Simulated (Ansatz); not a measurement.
Reactions of C$_{2}$H$_{5}$ClGe, SMILES `C[CH2][Ge][Cl]`.

Gas-phase electronic energies from Ansatz, PBE0-D4/def2-TZVP geometries. CCSD(T)/CBS adds triple-zeta CCSD(T) − MP2 to the extrapolated MP2 energy (def2 sets, frozen cores). This one scheme is used for every species. Functionals use def2-TZVPP. B3LYP here is the variant with VWN-RPA as its local correlation; programs differ in this. Elements past krypton have def2 core potentials. For Br, Ge, In, Sn outer-core shells are correlated without core-valence functions, which leaves a few kJ/mol of doubt a bond. Scalar relativity is left out up to krypton. One conformer a species, not always the lowest.

| reaction | CCSD(T)/CBS(def2) (kJ/mol) |
| --- | --- |
| `C[CH2][Ge][Cl]` + `[SH][SnH3]` → `CC[S][SnH3]` + `[Cl][GeH]` | 49 |
| `C[CH2][Ge][Cl]` + `C[O][GeH]([OH])[OH]` → `C[O][GeH]([OH])[O]C` + `[CH3][Ge][Cl]` | 47 |
| `C[CH2][Ge][Cl]` + `OCF` → `CCOCF` + `[Cl][GeH]` | 69 |
| `C[CH2][Ge][Cl]` + `[F][GeH]([Cl])[Br]` → `[Cl][Ge][Br]` + `C[CH2][GeH]([F])[Cl]` | ? |
| `C[CH2][Ge][Cl]` + `C[SiH3]` → `[CH3][Ge][Cl]` + `CC[SiH3]` | 2 |
| `C[CH2][Ge][Cl]` + `CC(C)[O][InH][NH2]` → `CC(C)[O][Ge][Cl]` + `C[CH2][InH][NH2]` | -54 |
| `C[CH2][Ge][Cl]` + HBr → `[Cl][Ge][Br]` + ethane | -150 |
| `C[CH2][Ge][Cl]` + `OC1=NCC1` → `C[CH2][Ge][OH]` + `ClC1=NCC1` | ? |
| `C[CH2][Ge][Cl]` + `CB(N)[SiH3]` → `CNB(C)[SiH3]` + `[CH3][Ge][Cl]` | ? |
| `C[CH2][Ge][Cl]` + `F[Si]Cl` → `[Cl][Ge][Cl]` + `CC[Si]F` | 16 |

(1) Fill in the missing values. (Estimate.)

Largest T1 diagnostic: 0.015, for `CC(C)[O][InH][NH2]`.

Results:

(1) The calculation gave: `C[CH2][Ge][Cl]` + `[F][GeH]([Cl])[Br]` → `[Cl][Ge][Br]` + `C[CH2][GeH]([F])[Cl]`: -75.4 kJ/mol; `C[CH2][Ge][Cl]` + `OC1=NCC1` → `C[CH2][Ge][OH]` + `ClC1=NCC1`: +65.8 kJ/mol; `C[CH2][Ge][Cl]` + `CB(N)[SiH3]` → `CNB(C)[SiH3]` + `[CH3][Ge][Cl]`: +24.3 kJ/mol.
